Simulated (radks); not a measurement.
The numbers below are computed, except where a source is named.
How relativity changes the ionisation of the lead ion Pb54+ ([Ar] 3d10) to Pb55+ ([Ar] 3d9). Spin-unpolarised spherical Kohn-Sham, PBEsol, point nucleus unless stated (finite: rms radius 5.5012 fm), a radial shooting solver on a logarithmic mesh with Libxc functionals. A level marked "c x" has the speed of light scaled by that factor and shares open shells by 2j + 1; other Dirac levels either fill j = l - 1/2 first or share by 2j + 1.

level                               E(Pb54+) (hartree)  E(Pb55+) (hartree)  IE (eV)   HOMO  <r> HOMO (bohr)
non-rel.                                   -17261.2866         -17061.4206   5438.6     3d           0.1568
scalar-rel.                                -18575.8484         -18375.1285   5461.9     3d           0.1546
scalar-rel., finite nucleus                -18570.0499         -18369.3275   5461.9     3d           0.1546
Dirac, 2j+1 shares                         -18620.4115         -18419.7281   5460.9  3d5/2           0.1563
Dirac, low j first                         -18620.4115         -18421.4022   5415.3  3d5/2           0.1563
Dirac, 2j+1 shares, finite nucleus         -18614.5402         -18413.8541   5460.9  3d5/2           0.1563
Dirac, c x 0.75                            -20268.5159         -20067.4602   5471.0  3d5/2           0.1563
Dirac, c x 1.25                            -18066.0207         -17865.6013   5453.7  3d5/2           0.1565
Dirac, c x 2                               -17553.2361         -17353.1435   5444.8  3d5/2           0.1566

NIST Atomic Spectra Database: 5414 eV (theoretical). The relativistic part of the total energy of Pb54+ is -1353 hartree (Dirac, 2j+1 shares, finite nucleus), 7.8 % of the non-relativistic value. Spin polarisation and multiplet splitting of open shells are left out at every level.

Beside tabulated values, note that relativity, absent from the non-relativistic runs, is large for the heavy elements, and spin-unpolarised runs miss the spin-polarisation part of the exchange energy of open shells, and scalar-relativistic runs lack spin-orbit coupling.
